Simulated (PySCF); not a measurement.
C₄H₆Ge, SMILES C#C[C](=C)[GeH3].

Geometry: B3LYP-D3(BJ)/def2-SVP. The structure was generated by enumeration, and PubChem lists no compound with its InChIKey, so it may never have been made.

Calculation: TDDFT-PBE/def2-SVPD run with PySCF.

Vertical excitations.  State labels are in the subgroup Cs.

Computed UV-visible absorptions:
| state | symmetry | energy (eV) | λ (nm) | f | main pairs |
|---|---|---|---|---|---|
| S1 | A" | 4.53 | 274 | 0.000 | HOMO−1→LUMO 100 % |
| S2 | A' | 5.21 | 238 | 0.158 | HOMO→LUMO 81 % |
| S3 | A" | 5.69 | 218 | 0.000 | HOMO→LUMO+1 100 % |
| S4 | A" | 5.92 | 209 | 0.001 | HOMO→LUMO+2 100 % |
| S5 | A' | 6.05 | 205 | 0.046 | HOMO−2→LUMO 83 % |
| S6 | A" | 6.08 | 204 | 0.001 | HOMO−3→LUMO 96 % |
| S7 | A' | 6.33 | 196 | 0.019 | HOMO−1→LUMO+2 95 % |
| S8 | A" | 6.41 | 193 | 0.000 | HOMO−4→LUMO 85 % |
| S9 | A" | 6.53 | 190 | 0.001 | HOMO→LUMO+3 87 % |
| S10 | A' | 6.53 | 190 | 0.071 | HOMO−1→LUMO+1 42 %, HOMO→LUMO+4 41 %, HOMO−1→LUMO+3 9 % |
| T1 | A' | 3.30 | 375 | 0 | HOMO→LUMO 98 % |
| T2 | A" | 4.25 | 292 | 0 | HOMO−1→LUMO 98 % |
| T3 | A' | 5.24 | 237 | 0 | HOMO−1→LUMO+1 50 %, HOMO−2→LUMO 33 % |
| T4 | A' | 5.43 | 228 | 0 | HOMO−2→LUMO 51 %, HOMO−1→LUMO+1 39 % |
Triplets are in the Tamm–Dancoff approximation, which puts them higher than full response would, so one can lie above its singlet here.
